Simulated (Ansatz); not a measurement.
B2F4. Total charge 0; singlet. Geometry PBE0-D4/def2-SVP, basis def2-TZVP, Ansatz.

```
atom   x (Å)   y (Å)   z (Å)
  B1  -0.858   0.033  -0.066
  B2   0.858  -0.032   0.066
  F3   1.462  -0.957   0.785
  F4  -1.514  -0.714  -0.932
  F5   1.633   0.840  -0.548
  F6  -1.581   0.831   0.695
```

| run | HOMO (eV) | LUMO (eV) |
| --- | --- | --- |
| A | -8.79 | -1.77 |
| B | -8.71 | -1.72 |
| C | -10.03 | -1.07 |
| D | -9.34 | -1.37 |
| E | -8.32 | -2.06 |

The structure comes from a short search, and lower isomers may exist.

Task: The runs used B97M-V, PBE, PBE0, r2SCAN, r2SCANh. Estimate which is which.

Result: A B97M-V (0 % exact exchange); B r2SCAN (0 % exact exchange); C PBE0 (25 % exact exchange); D r2SCANh (10 % exact exchange); E PBE (0 % exact exchange). Exact exchange lowers occupied and raises empty levels; among semilocal functionals meta-GGAs tend to open the gap a little, and such runs are hard to tell apart. The gap grows from 6.26 eV (PBE) to 8.97 eV (PBE0).
